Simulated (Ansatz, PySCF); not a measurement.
Molecule: sum formula SiN₂H₄Cl (charge 0, doublet). It need not be the lowest isomer of its formula. 
Coordinates optimised at B3LYP-D3(BJ)/def2-TZVP (Ansatz, a program for electronic structure):
```
Si
N 1 1.7085
H 2 1.0070 1 121.14
H 2 1.0107 3 112.34 1 153.64
N 1 1.7172 2 105.89 3 -166.74
H 5 1.0083 1 120.00 2 -158.83
H 5 1.0091 6 111.99 1 147.67
Cl 1 2.1058 2 116.60 3 78.12
```
Charge 0, spin multiplicity 2.

Property: atomisation energy (electronic, to ground-state atoms), in kcal/mol. Correlated levels leave the core frozen unless marked. UHF or UKS for open shells. No spin-orbit coupling. Non-relativistic. The coupled-cluster limit lacks core correlation, which all-electron functionals hold. Basis-set limits of correlation are two-point, X^-3; Hartree-Fock from the larger set. The bracket is a focal-point correction in the basis named.

| level | program | atomisation energy (kcal/mol) |
|---|---|---|
| HF/cc-pV(T+d)Z | Ansatz | 432.2 |
| HF/def2-TZVPD | PySCF | 431.7 |
| SVWN5/def2-TZVPD | Ansatz | 738.5 |
| PBE/def2-TZVPD | Ansatz | 651.4 |

Question: Predict the RI-MP2/CBS(cc-pV(T+d)Z,cc-pV(Q+d)Z)+[CCSD(T)-MP2]/cc-pV(T+d)Z result (Ansatz).

Answer: 640.1 kcal/mol, so PBE/def2-TZVPD differs from it by 11.3 kcal/mol.
